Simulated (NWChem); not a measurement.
System: GeHOF3; SMILES [OH][Ge]([F])([F])[F]

Here is an NWChem input.

```
start job
memory heap 200 mb stack 900 mb global 1100 mb
geometry units angstroms noautoz
  O      1.238828    -1.193874    -0.269957
  Ge    -0.000270    -0.017535    -0.000503
  F     -0.248785     0.997891    -1.352584
  F     -1.453548    -0.836456     0.331549
  F      0.354245     1.017921     1.312408
  H      2.109628    -0.813091    -0.437695
end
basis spherical
  O library pcseg-2
  Ge library pcseg-2
  F library pcseg-2
  H library pcseg-2
end
dft
  xc pbe0
  iterations 150
  semidirect filesize 400000000
  mulliken
end
task dft energy
```

Output (shortened):

```
             Northwest Computational Chemistry Package (NWChem) 7.3.0
             --------------------------------------------------------

 C1  symmetry detected

                             Geometry "geometry" -> ""
                             -------------------------

 Output coordinates in angstroms (scale by  1.889725989 to convert to a.u.)

  No.       Tag          Charge          X              Y              Z
 ---- ---------------- ---------- -------------- -------------- --------------
    1 O                    8.0000     1.20962619    -1.24229233    -0.14145939
    2 Ge                  32.0000     0.00100448    -0.01301373    -0.00056778
    3 F                    9.0000    -0.05222396     1.01669721    -1.36359193
    4 F                    9.0000    -1.51444394    -0.76772080     0.16295708
    5 F                    9.0000     0.25349225     1.00155179     1.35164967
    6 H                    1.0000     2.10942785    -0.89997599    -0.20928918

 Effective nuclear repulsion energy (a.u.)     449.3952295088

                                 NWChem DFT Module
                                 -----------------

 Summary of "ao basis" -> "ao basis" (spherical)
 ------------------------------------------------------------------------------
       Tag                 Description            Shells   Functions and Types
 ---------------- ------------------------------  ------  ---------------------
 O                          pcseg-2                 10       30   4s3p2d1f
 Ge                         pcseg-2                 15       43   6s5p3d1f
 F                          pcseg-2                 10       30   4s3p2d1f
 H                          pcseg-2                  6       14   3s2p1d

            General Information
            -------------------
          SCF calculation type: DFT
          Wavefunction type:  closed shell.
          No. of atoms     :     6
          No. of electrons :    68
           Alpha electrons :    34
            Beta electrons :    34
          Charge           :     0
          Spin multiplicity:     1
          Use of symmetry is: off; symmetry adaption is: off
          Maximum number of iterations: 150
          AO basis - number of functions:   177
                     number of shells:    61
          Convergence on energy requested:  1.00D-06
          Convergence on density requested:  1.00D-05
          Convergence on gradient requested:  5.00D-04

              XC Information
              --------------
                         PBE0 Method XC Functional
                     Hartree-Fock (Exact) Exchange  0.250
          PerdewBurkeErnzerhof Exchange Functional  0.750
            Perdew 1991 LDA Correlation Functional  1.000 local
           PerdewBurkeErnz. Correlation Functional  1.000 non-local

             Grid Information
             ----------------
          Grid used for XC integration:  medium
          Radial quadrature: Mura-Knowles
          Angular quadrature: Lebedev.
          Tag              B.-S. Rad. Rad. Pts. Rad. Cut. Ang. Pts.
          ---              ---------- --------- --------- ---------
          O                   0.60       49           8.0       434
          Ge                  1.25      112          10.0       590
          F                   0.50       49          11.0       434
          H                   0.35       45          10.0       434
          Grid pruning is: on
          Number of quadrature shells:   353
          Spatial weights used:  Erf1

      Superposition of Atomic Density Guess
      -------------------------------------

 Sum of atomic energies:       -2448.83590352

      Non-variational initial energy
      ------------------------------

 Total energy =   -2449.498473
 1-e energy   =   -4314.058213
 2-e energy   =    1415.164511
 HOMO         =      -0.503375
 LUMO         =      -0.051862

------------------------------------------------------------
EAF file 0: "./job.aoints.0" size=419954688 bytes
------------------------------------------------------------
               write      read    awrite     aread      wait
               -----      ----    ------     -----      ----
     calls:      801         0         0         0         0
   data(b): 4.20e+08  0.00e+00  0.00e+00  0.00e+00
   time(s): 0.00e+00  0.00e+00  0.00e+00  0.00e+00  0.00e+00
rate(mb/s): 0.00e+00  0.00e+00
------------------------------------------------------------

     ---------------------------------------------
      Total Density - Mulliken Population Analysis
     ---------------------------------------------

    Atom       Charge   Shell Charges
 -----------   ------   -------------------------------------------------------
    1 O    8     8.75   2.00  0.63  0.86  0.24  2.11  2.24  0.66  0.00  0.01  0.00
    2 Ge  32    29.81   2.00  2.00  1.14  0.83  0.46  0.24  6.00  5.90  0.37  0.47  0.04  9.73  0.45  0.07  0.09
    3 F    9     9.60   2.00  0.65  0.97  0.32  2.46  2.45  0.74  0.00  0.00  0.00
    4 F    9     9.59   2.00  0.65  0.97  0.32  2.46  2.45  0.74  0.00  0.00  0.00
    5 F    9     9.60   2.00  0.65  0.97  0.32  2.46  2.45  0.74  0.00  0.00  0.00
    6 H    1     0.66   0.32  0.24  0.02  0.02  0.06  0.01

   convergence    iter        energy       DeltaE   RMS-Dens  Diis-err
 ---------------- ----- ----------------- --------- --------- ---------
 d= 0,ls=0.0,diis     1  -2451.9344085368 -2.90D+03  7.02D-03  1.65D+00
 d= 0,ls=0.0,diis     2  -2451.8558938818  7.85D-02  3.63D-03  2.94D+00
 d= 0,ls=0.0,diis     3  -2452.0814171785 -2.26D-01  5.08D-04  4.09D-02
 d= 0,ls=0.0,diis     4  -2452.0836289900 -2.21D-03  1.50D-04  2.40D-03
 d= 0,ls=0.0,diis     5  -2452.0837353873 -1.06D-04  5.04D-05  6.79D-04
  Resetting Diis
 d= 0,ls=0.0,diis     6  -2452.0837915663 -5.62D-05  6.73D-06  6.06D-06
 d= 0,ls=0.0,diis     7  -2452.0837919413 -3.75D-07  3.61D-06  6.62D-07

         Total DFT energy =    -2452.083791941272
      One electron energy =    -4313.380637754749
           Coulomb energy =     1530.933061849154
    Exchange-Corr. energy =     -119.031445544456
 Nuclear repulsion energy =      449.395229508779

 Numeric. integr. density =       68.000001869740

                       DFT Final Molecular Orbital Analysis
                       ------------------------------------

 Vector   32  Occ=2.000000D+00  E=-4.500307D-01
              MO Center= -2.9D-01,  5.6D-01,  1.9D-02, r^2= 2.9D+00
   Bfn.  Coefficient  Atom+Function         Bfn.  Coefficient  Atom+Function
  ----- ------------  ---------------      ----- ------------  ---------------
   110      0.259683  4 F  pz               113      0.220261  4 F  pz
   140     -0.208251  5 F  pz                79     -0.204990  3 F  py
   139      0.202821  5 F  py                78     -0.180098  3 F  px
    80     -0.176091  3 F  pz               143     -0.176113  5 F  pz
    82     -0.174629  3 F  py               142      0.172809  5 F  py

 Vector   33  Occ=2.000000D+00  E=-4.262303D-01
              MO Center=  8.9D-01, -6.9D-01, -9.4D-02, r^2= 2.4D+00
   Bfn.  Coefficient  Atom+Function         Bfn.  Coefficient  Atom+Function
  ----- ------------  ---------------      ----- ------------  ---------------
     6      0.396902  1 O  py                 9      0.336074  1 O  py
     4     -0.151920  1 O  s                 12      0.152141  1 O  py
    78     -0.141883  3 F  px               138     -0.134410  5 F  px
   139      0.125870  5 F  py                79      0.121465  3 F  py
    81     -0.120157  3 F  px               141     -0.114067  5 F  px

 Vector   34  Occ=2.000000D+00  E=-3.965247D-01
              MO Center=  1.1D+00, -1.0D+00, -1.3D-01, r^2= 1.2D+00
   Bfn.  Coefficient  Atom+Function         Bfn.  Coefficient  Atom+Function
  ----- ------------  ---------------      ----- ------------  ---------------
     7      0.465758  1 O  pz                10      0.408049  1 O  pz
    13      0.229403  1 O  pz                79     -0.090914  3 F  py
   139      0.089711  5 F  py                82     -0.076040  3 F  py
   142      0.075181  5 F  py                53      0.061581  2 Ge d -1
    48      0.051680  2 Ge pz                78      0.049412  3 F  px

 Vector   35  Occ=0.000000D+00  E=-5.373426D-02
              MO Center=  5.2D-01, -1.6D-01, -5.2D-02, r^2= 4.1D+00
   Bfn.  Coefficient  Atom+Function         Bfn.  Coefficient  Atom+Function
  ----- ------------  ---------------      ----- ------------  ---------------
    36      1.119483  2 Ge s                166      0.617855  6 H  s
     4     -0.371788  1 O  s                 35      0.342781  2 Ge s
    77     -0.268867  3 F  s                137     -0.269168  5 F  s
   107     -0.255530  4 F  s                 34     -0.242062  2 Ge s
    33     -0.168482  2 Ge s                  6     -0.161273  1 O  py

 Vector   36  Occ=0.000000D+00  E= 2.212232D-02
              MO Center=  1.4D+00, -3.2D-01, -1.3D-01, r^2= 5.8D+00
   Bfn.  Coefficient  Atom+Function         Bfn.  Coefficient  Atom+Function
  ----- ------------  ---------------      ----- ------------  ---------------
   166     -1.067245  6 H  s                 36      1.045650  2 Ge s
     4      0.460353  1 O  s                 11      0.383490  1 O  px
    49     -0.369811  2 Ge px               107     -0.253245  4 F  s
    35      0.186642  2 Ge s                 77     -0.179729  3 F  s
     5      0.174756  1 O  px               137     -0.173429  5 F  s

[...]
```

Level: PBE0/pcseg-2. Coordinates come from a PBE0/def2-SVP optimisation.
